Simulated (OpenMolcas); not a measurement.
# Computed levels of Fe+

* Program: OpenMolcas
* Method: XMS-CASPT2, IPEA 0.25 Eh, imaginary shift 0.1 Eh (closed shells correlated: 3s 3p)
* Basis: ANO-RCC-VTZP [6s5p3d2f1g]
* Scalar Hamiltonian: DKH2, point nucleus
* Active space: 7 electrons in 6 orbitals (3d 4s)
* State averaging: 2S+1 = 6 even, 6 roots; 2S+1 = 4 even, 40 roots kept (CI in the orbitals of an earlier block); 2S+1 = 2 even, 58 roots kept (CI in the orbitals of an earlier block)
* Spin-orbit coupling: RASSI with atomic mean-field integrals over the reference wave functions, term energies averaged over their components

Spin-free terms above the lowest, with the occupations of the reference:

```
Configuration   Term  E (cm-1)      Occupations
       3d6 4s     6D       0.0  3d 6.00 4s 1.00
      3d5 4s2     6S      4480  3d 5.00 4s 2.00
       3d6 4s  4D(1)      8560  3d 6.00 4s 1.00
       3d6 4s     4P     22770  3d 6.00 4s 1.00
       3d6 4s     4H     22930  3d 6.00 4s 1.00
       3d6 4s     4F     24450  3d 6.00 4s 1.00
       3d6 4s     4G     27310  3d 6.00 4s 1.00
       3d6 4s     2P     27470  3d 6.00 4s 1.00
       3d6 4s     2H     27650  3d 6.00 4s 1.00
       3d6 4s     2F     29210  3d 6.00 4s 1.00
       3d6 4s  2G(1)     32420  3d 6.00 4s 1.00
       3d6 4s  4D(2)     33290  3d 6.00 4s 1.00
       3d6 4s     2I     34720  3d 6.00 4s 1.00
       3d6 4s  2G(2)     35470  3d 6.00 4s 1.00
```

With spin-orbit coupling, above the lowest level:

```json
{"Configuration": "3d6 4s", "Term": "6D", "J": "9/2", "E (cm-1)": "0.0", "Measured (cm-1)": "0.0", "g": "1.557", "Term weight %": "100"}
{"Configuration": "3d6 4s", "Term": "6D", "J": "7/2", "E (cm-1)": "389", "Measured (cm-1)": "385", "g": "1.588", "Term weight %": "100"}
{"Configuration": "3d6 4s", "Term": "6D", "J": "5/2", "E (cm-1)": "681", "Measured (cm-1)": "668", "g": "1.658", "Term weight %": "100"}
{"Configuration": "3d6 4s", "Term": "6D", "J": "3/2", "E (cm-1)": "884", "Measured (cm-1)": "863", "g": "1.868", "Term weight %": "100"}
{"Configuration": "3d6 4s", "Term": "6D", "J": "1/2", "E (cm-1)": "1005", "Measured (cm-1)": "977", "g": "3.337", "Term weight %": "100"}
{"Configuration": "3d5 4s2", "Term": "6S", "J": "5/2", "E (cm-1)": "4930", "Measured (cm-1)": "23318", "g": "2.002", "Term weight %": "100"}
{"Configuration": "3d6 4s", "Term": "4D(1)", "J": "7/2", "E (cm-1)": "8600", "Measured (cm-1)": "7955", "g": "1.429", "Term weight %": "100"}
{"Configuration": "3d6 4s", "Term": "4D(1)", "J": "5/2", "E (cm-1)": "9050", "Measured (cm-1)": "8392", "g": "1.372", "Term weight %": "100"}
{"Configuration": "3d6 4s", "Term": "4D(1)", "J": "3/2", "E (cm-1)": "9360", "Measured (cm-1)": "8680", "g": "1.201", "Term weight %": "100"}
{"Configuration": "3d6 4s", "Term": "4D(1)", "J": "1/2", "E (cm-1)": "9540", "Measured (cm-1)": "8847", "g": "-0.001", "Term weight %": "100"}
{"Configuration": "3d6 4s", "Term": "4P", "J": "5/2", "E (cm-1)": "22590", "Measured (cm-1)": "", "g": "1.601", "Term weight %": "100"}
{"Configuration": "3d6 4s", "Term": "4H", "J": "13/2", "E (cm-1)": "23150", "Measured (cm-1)": "21252", "g": "1.231", "Term weight %": "100"}
{"Configuration": "3d6 4s", "Term": "4H", "J": "11/2", "E (cm-1)": "23300", "Measured (cm-1)": "21430", "g": "1.134", "Term weight %": "99"}
{"Configuration": "3d6 4s", "Term": "4H", "J": "9/2", "E (cm-1)": "23430", "Measured (cm-1)": "21582", "g": "0.974", "Term weight %": "98"}
{"Configuration": "3d6 4s", "Term": "4H", "J": "7/2", "E (cm-1)": "23550", "Measured (cm-1)": "21712", "g": "0.671", "Term weight %": "99"}
{"Configuration": "3d6 4s", "Term": "4P", "J": "3/2", "E (cm-1)": "23590", "Measured (cm-1)": "", "g": "1.728", "Term weight %": "98"}
{"Configuration": "3d6 4s", "Term": "4P", "J": "1/2", "E (cm-1)": "24220", "Measured (cm-1)": "", "g": "2.661", "Term weight %": "99"}
{"Configuration": "3d6 4s", "Term": "4F", "J": "9/2", "E (cm-1)": "24660", "Measured (cm-1)": "", "g": "1.328", "Term weight %": "97"}
{"Configuration": "3d6 4s", "Term": "4F", "J": "7/2", "E (cm-1)": "24820", "Measured (cm-1)": "", "g": "1.231", "Term weight %": "97"}
{"Configuration": "3d6 4s", "Term": "4F", "J": "5/2", "E (cm-1)": "24960", "Measured (cm-1)": "", "g": "1.023", "Term weight %": "99"}
{"Configuration": "3d6 4s", "Term": "4F", "J": "3/2", "E (cm-1)": "25080", "Measured (cm-1)": "", "g": "0.399", "Term weight %": "100"}
{"Configuration": "3d6 4s", "Term": "4G", "J": "11/2", "E (cm-1)": "27400", "Measured (cm-1)": "25429", "g": "1.234", "Term weight %": "78"}
{"Configuration": "3d6 4s", "Term": "2P", "J": "3/2", "E (cm-1)": "27560", "Measured (cm-1)": "", "g": "1.339", "Term weight %": "98"}
{"Configuration": "3d6 4s", "Term": "4G", "J": "9/2", "E (cm-1)": "27810", "Measured (cm-1)": "25805", "g": "1.147", "Term weight %": "87"}
{"Configuration": "3d6 4s", "Term": "4G", "J": "7/2", "E (cm-1)": "28000", "Measured (cm-1)": "25982", "g": "0.991", "Term weight %": "95"}
{"Configuration": "3d6 4s", "Term": "4G", "J": "5/2", "E (cm-1)": "28060", "Measured (cm-1)": "26055", "g": "0.586", "Term weight %": "95"}
{"Configuration": "3d6 4s", "Term": "2H", "J": "11/2", "E (cm-1)": "28080", "Measured (cm-1)": "26170", "g": "1.129", "Term weight %": "78"}
{"Configuration": "3d6 4s", "Term": "2H", "J": "9/2", "E (cm-1)": "28240", "Measured (cm-1)": "26353", "g": "0.938", "Term weight %": "88"}
{"Configuration": "3d6 4s", "Term": "2P", "J": "1/2", "E (cm-1)": "28760", "Measured (cm-1)": "", "g": "0.674", "Term weight %": "99"}
{"Configuration": "3d6 4s", "Term": "2F", "J": "7/2", "E (cm-1)": "29490", "Measured (cm-1)": "", "g": "1.133", "Term weight %": "95"}
{"Configuration": "3d6 4s", "Term": "2F", "J": "5/2", "E (cm-1)": "29840", "Measured (cm-1)": "", "g": "0.848", "Term weight %": "97"}
{"Configuration": "3d6 4s", "Term": "2G(1)", "J": "9/2", "E (cm-1)": "32770", "Measured (cm-1)": "", "g": "1.110", "Term weight %": "99"}
{"Configuration": "3d6 4s", "Term": "2G(1)", "J": "7/2", "E (cm-1)": "33160", "Measured (cm-1)": "", "g": "0.894", "Term weight %": "97"}
{"Configuration": "3d6 4s", "Term": "4D(2)", "J": "1/2", "E (cm-1)": "33660", "Measured (cm-1)": "31368", "g": "0.001", "Term weight %": "100"}
{"Configuration": "3d6 4s", "Term": "4D(2)", "J": "3/2", "E (cm-1)": "33700", "Measured (cm-1)": "31364", "g": "1.201", "Term weight %": "100"}
{"Configuration": "3d6 4s", "Term": "4D(2)", "J": "5/2", "E (cm-1)": "33760", "Measured (cm-1)": "31388", "g": "1.373", "Term weight %": "100"}
{"Configuration": "3d6 4s", "Term": "4D(2)", "J": "7/2", "E (cm-1)": "33830", "Measured (cm-1)": "31483", "g": "1.429", "Term weight %": "100"}
{"Configuration": "3d6 4s", "Term": "2I", "J": "13/2", "E (cm-1)": "35190", "Measured (cm-1)": "32876", "g": "1.077", "Term weight %": "100"}
{"Configuration": "3d6 4s", "Term": "2I", "J": "11/2", "E (cm-1)": "35200", "Measured (cm-1)": "32910", "g": "0.924", "Term weight %": "100"}
{"Configuration": "3d6 4s", "Term": "2G(2)", "J": "9/2", "E (cm-1)": "36030", "Measured (cm-1)": "", "g": "1.111", "Term weight %": "99"}
```

Against the 25 measured excited levels shown (NIST Handbook of Basic Atomic Spectroscopic Data) the mean absolute deviation is 2200 cm-1; the largest miss in energy is 3d5 4s2 6S 5/2: computed 4930, measured 23318 cm-1 (-78.9 %). Levels of one J stand in another order than measured, so their pairing by name is doubtful.

Spin-orbit coupling puts the lowest level 450 cm-1 below the lowest spin-free term.

For 6D the intervals divided by the larger J are -80.3, -81.4, -83.3, -86.4 cm-1. Landé's interval rule makes them equal in pure LS coupling; they differ by 7 % of their mean. The multiplet is inverted.

CASPT2 does not keep the components of a term degenerate, so their means are used; among the terms shown or strongly mixed into the levels shown the widest spread is 1600 cm-1 (3d6 4s 2I). Over all roots computed the reference weight is 0.82 to 0.93; the roots of lowest weight are the least certain, and an intruder state may touch them. Terms from blocks run as CI alone lack orbitals of their own. A single d shell beside an s shell can misplace configurations of different d count against each other. The CASPT2 spread within a term exceeds the gap to the next term for 3d6 4s 4P and 3d6 4s 4H, 3d6 4s 4G and 3d6 4s 2P, 3d6 4s 2P and 3d6 4s 2H and others, so the order of their levels is uncertain. No level of 3d7 was computed, though it lies in the active space. Computed and measured levels are paired by configuration, term and J; levels that our copy of the source lacks, or whose pairing is in doubt (as where it misses far off the trend of its configuration), stay unpaired and out of the deviations. Levels of configurations outside the active space are missing. The first state left out of the spin-orbit step lies near 45000 cm-1 above the lowest spin-free state of the reference (among the parities and spins computed), and the list stops at four fifths of that energy or lower. The table shows the lowest 40 of 41 levels.

The term weight is that of the spin-free term in the level, not the purity of its configuration. A number in round brackets counts repeated terms of one configuration in the order of the reference energies.
